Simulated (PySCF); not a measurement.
## Static response to an electric field

C₄H₁₀OSi.
Geometry (GFN2-xTB, Å), atoms numbered from 1 in this order:
```xyz
16
C4H10OSi angstrom
O      1.3055   -0.5059    1.2628
C      1.1404   -0.2358   -0.1160
C      0.4822    1.1293   -0.3339
C     -0.9138    1.0882    0.2964
Si    -1.4770   -0.7277    0.1078
C      0.1788   -1.2967   -0.6378
H      1.7645    0.2342    1.6738
H      2.1207   -0.2787   -0.6222
H      0.4059    1.3044   -1.4084
H      1.0957    1.9294    0.0918
H     -1.5708    1.8131   -0.1802
H     -0.8539    1.3634    1.3490
H     -1.7882   -1.3548    1.3906
H     -2.5787   -0.8854   -0.8488
H      0.5084   -2.2787   -0.3102
H      0.1727   -1.2894   -1.7262
```

Level: CAM-B3LYP/def2-SVPD (PySCF), static field, nuclei fixed, core orbitals frozen in the response. The polarisability tensor in these axes (au):

```
x   80.73  3.39 -0.64
y    3.39 75.65  0.98
z   -0.64  0.98 69.88
```

Diagonalise the tensor; give its mean and Δα, where Δα² is half the sum of the squared differences of the eigenvalues.

Principal values 69.57, 74.27 and 82.43 au; mean 75.42 au = 11.18 Å³ = 12.44 × 10⁻⁴⁰ C²·m²/J; Δα = 11.27 au (15 % of the mean).

What is the dipole moment, and where does it point?

(0.78, 1.51, -0.68) D, 1.83 D in size, pointing from the negative to the positive side. Measured along this direction, the outermost atoms are H13 at the negative end and H10 at the positive end.

Orientational against electronic polarisability at 350 K (dilute gas, rigid molecules)?

In Gaussian units μ²/3kT = 23.23 Å³ against 11.18 Å³, a ratio of 2.08; the Debye molar polarisation (4π/3)N_A(α + μ²/3kT) is 86.8 cm³/mol, leaving out the vibrational part.

Along which axes do the principal values lie, and how far do the nuclei extend along each?

Largest value along (0.89, 0.45, -0.01), where the nuclei span 4.53 Å; middle along (-0.43, 0.87, 0.26), 4.47 Å; least along (0.12, -0.23, 0.97), 3.39 Å. 

Refractivity n − 1 of an ideal gas of it at 298.15 K and 1 atm, from the electronic α?

N = p/kT = 2.4615 × 10¹⁹ cm⁻³, so n − 1 = 2π × N × 11.18 × 10⁻²⁴ cm³ = 1729 × 10⁻⁶ at long wavelengths, for an ideal gas.

Rayleigh depolarisation ratio (linearly polarised light, static tensor)?

ρ = 3Δα²/(45ᾱ² + 4Δα²) = 380.8/(255980 + 507.8) = 0.00148.

The structure is a single GFN2-xTB conformer in the gas phase; no vibrational or solvent corrections.

These values come from a run that also computed excited states. On one thread, Arm Neoverse N1 (aarch64), shared host with 64 logical CPUs at a one-minute load of 60, this took 74 s and 0.94 GiB of memory at its peak.
